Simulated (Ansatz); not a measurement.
Z-matrix (Å, degrees):
```
Ge
O 1 1.828
H 1 1.529 2 109.4
H 1 1.529 2 109.4 3 -125.3
H 1 1.535 2 99.9 3 117.3
C 2 1.334 1 111.7 3 62.6
O 6 1.215 2 122.8 1 0.1
N 6 1.350 2 112.6 1 -179.8
H 8 1.002 6 118.6 2 -178.9
H 8 1.002 6 120.8 2 -1.4
```

Charge 0, multiplicity 1.

Question: List the r2SCAN/def2-TZVPP orbital energies in eV (Ansatz 0.2.0). (Estimate.)

Answer: The calculation gave: Occupied: -10834.72, -1349.78, -1199.85, -1199.82, -1199.82, -516.38, -514.83, -386.06, -276.90, -168.00, -117.76, -117.65, -117.64, -31.19, -30.98, -30.96, -30.88, -30.88, -28.69, -26.02, -23.93, -16.31, -14.50, -13.71, -12.66, -11.66, -11.04, -9.31, -9.08, -8.49, -7.64, -6.92, -6.66. Lowest empty: -0.24, 0.63, 0.66, 1.41, 1.73, 1.79, 2.74, 3.93.
